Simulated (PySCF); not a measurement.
# `C[C@@H]1C=C[C@H](F)C1`, C6H9F

Molfile (atoms numbered from 1):
```
C6H9F
     RDKit          3D

 16 16  0  0  0  0  0  0  0  0999 V2000
    1.9294   -0.2043   -0.0111 C   0  0  0  0  0  0  0  0  0  0  0  0
    0.5428   -0.2410    0.6311 C   0  0  2  0  0  0  0  0  0  0  0  0
   -0.3209   -1.2998    0.0100 C   0  0  0  0  0  0  0  0  0  0  0  0
   -1.4297   -0.8203   -0.5246 C   0  0  0  0  0  0  0  0  0  0  0  0
   -1.5237    0.6681   -0.3694 C   0  0  2  0  0  0  0  0  0  0  0  0
   -1.5486    1.2867   -1.6136 F   0  0  0  0  0  0  0  0  0  0  0  0
   -0.2590    1.0599    0.4094 C   0  0  0  0  0  0  0  0  0  0  0  0
    1.8428   -0.0133   -1.0782 H   0  0  0  0  0  0  0  0  0  0  0  0
    2.5345    0.5804    0.4371 H   0  0  0  0  0  0  0  0  0  0  0  0
    2.4395   -1.1544    0.1300 H   0  0  0  0  0  0  0  0  0  0  0  0
    0.6610   -0.4414    1.7015 H   0  0  0  0  0  0  0  0  0  0  0  0
   -0.0213   -2.3336    0.0181 H   0  0  0  0  0  0  0  0  0  0  0  0
   -2.1935   -1.3719   -1.0430 H   0  0  0  0  0  0  0  0  0  0  0  0
   -2.4523    0.9878    0.1196 H   0  0  0  0  0  0  0  0  0  0  0  0
    0.3125    1.7738   -0.1825 H   0  0  0  0  0  0  0  0  0  0  0  0
   -0.5211    1.5324    1.3542 H   0  0  0  0  0  0  0  0  0  0  0  0
  1  2  1  0
  2  3  1  0
  3  4  2  0
  4  5  1  0
  5  6  1  0
  5  7  1  0
  7  2  1  0
  1  8  1  0
  1  9  1  0
  1 10  1  0
  2 11  1  1
  3 12  1  0
  4 13  1  0
  5 14  1  1
  7 15  1  0
  7 16  1  0
M  END
```

Method: TDDFT BHandHLYP/def2-SVPD circular dichroism and optical rotation, one conformer, gas phase (PySCF 2.14.0). Geometry: GFN2-xTB.

States above about 8.6 eV lie in this functional's continuum (it starts at minus the energy of the highest occupied orbital, well below the true ionisation energy for most functionals) and depend on the basis.

**Question.** Draw the ECD and absorption spectra from the lowest 8 states, each a Gaussian of half-width 0.2 eV at 1/e height.

**Answer.** 
```
E (eV)  λ (nm)  Δε (L mol⁻¹ cm⁻¹)  ε (L mol⁻¹ cm⁻¹)
  6.76     183               0.00              52.3
  6.86     181              +0.03               496
  6.96     178              +0.15              2860
  7.06     176              +0.50              9980
  7.16     173              +0.77             21200
  7.26     171              -0.45             27400
  7.36     168              -4.98             22200
  7.46     166             -11.30             12000
  7.56     164             -13.74              5290
  7.66     162              -9.86              2230
  7.76     160              -4.27               800
  7.86     158              -1.14               205
  7.96     156              -0.41              81.5
  8.06     154              -1.31               279
  8.16     152              -4.28               924
  8.26     150              -8.70              1880
  8.36     148             -11.08              2350
  8.46     147              -9.43              1980
  8.56     145              -5.79              1670
```
Δε uses R in velocity form, ε uses f in length form. Only the states computed contribute, so the short-wavelength end is incomplete.
